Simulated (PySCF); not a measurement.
## Co⁺ (cobalt, charge +1): UHF calculation

Configuration: [Ar] 3d8, high-spin 3F determinant. All numbers are calculated (PySCF 2.14, no relativity, point nucleus, in aug-cc-pVDZ (7s6p4d2f, 59 functions)).

* Total energy: -1381.135031 hartree
* One-electron energy: -1911.3547 hartree
* Hartree (Coulomb) energy: 588.2684 hartree
* Exchange energy: -58.0488 hartree
* Kinetic energy: 1381.08734 hartree
* ⟨S²⟩: 2.0049
* ⟨L²⟩: 12.029
* Sum of ⟨r⟩: 17.30 bohr
* Sum of ⟨r²⟩: 19.65 bohr²
* Density at the nucleus (Gaussians lack the cusp): 13300 bohr⁻³
* Spin density at the nucleus: 0.0759 bohr⁻³
* Langevin diamagnetic susceptibility: -15.6 ×10⁻⁶ cm³/mol
* Time after the integrals: 0.28 s of wall time on 1 thread of Neoverse-V2 (shared host)

```
shell  electrons  mean orbital energy (eV)  spread (eV)  rms radius, mean of both spins (bohr)
 1s α          1                   -7705.0            0                                 0.0659
 1s β          1                   -7705.0            0                                 0.0659
 2s α          1                   -951.25            0                                  0.279
 2s β          1                   -949.48            0                                  0.279
 2p α          3                   -822.19            0                                  0.250
 2p β          3                   -820.45            0                                  0.250
 3s α          1                   -127.50            0                                  0.847
 3s β          1                   -122.60            0                                  0.847
 3p α          3                   -87.273            0                                  0.904
 3p β          3                   -81.355            0                                  0.904
 3d α          5                   -20.911        1.333                                   1.26
 3d β          3                   -18.476            0                                   1.26
```
